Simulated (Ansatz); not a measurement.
A nudged elastic band was laid between two geometries of Cl + Cl3FSi (6 atoms, charge 0, multiplicity 2).

These are results of UKS PBE-D4/def2-SVP in Ansatz 0.2.0, not measurements.

* movable images: 7
* climbing image: yes
* spring: 5.0 eV/Å²
* optimiser: quadratic models (default)
* start path: through a guess of the saddle point
* force threshold: 0.03 eV/Å
* iteration limit: 60
* end points: relaxed

Image 0:

```xyz
6
Properties=species:S:1:pos:R:3
Si 0.279 0.412 1.097
Cl -1.106 -1.035 1.664
Cl 1.962 -0.452 0.359
Cl -0.556 1.741 -0.190
Cl -1.226 -1.845 -0.972
F 0.649 1.179 2.473
```

Image 8:

```xyz
6
Properties=species:S:1:pos:R:3
Si -0.138 -0.014 0.209
Cl -1.030 0.028 2.099
Cl 1.891 0.003 0.345
Cl -0.807 1.635 -0.802
Cl -0.783 -1.722 -0.716
F 0.869 0.071 3.297
```

Task: Which bonds break or form, and what moves?

Result: Bonds broken: Si1–F6. Bonds formed: Si1–Cl5. Cl + Cl3FSi becomes Cl4Si + F.

Task: Give the energies along the band, and the barrier.

Result: The forces met the threshold. The highest image is number 8 of 0 to 8, 162.3 kJ/mol above the first end and 0.0 kJ/mol above the last; the last end lies 162.3 kJ/mol above the first. The highest image is an end point: on this band no image between the ends rises above it. A vibrational analysis next to that end finds imaginary modes (43i cm⁻¹), so it isn't a minimum.

```
image  path coordinate (Å)  energy (kJ/mol)  Si1–F6 (Å)  Si1–Cl5 (Å)
    0                 0.00              0.0        1.62         3.41
    1                 0.50             10.1        1.62         2.86
    2                 1.01             30.4        1.66         2.35
    3                 1.51            110.1        2.02         2.14
    4                 2.02            146.2        2.62         2.06
    5                 2.52            154.7        3.00         2.05
    6                 3.03            160.3        3.18         2.05
    7                 3.53            162.3        3.25         2.05
    8                 3.54            162.3        3.25         2.05
```

Run time: 4.1 min on 4 threads of Intel(R) Xeon(R) Platinum 8375C CPU @ 2.90GHz (Ice Lake) (shared host), peak memory 0.26 GiB.
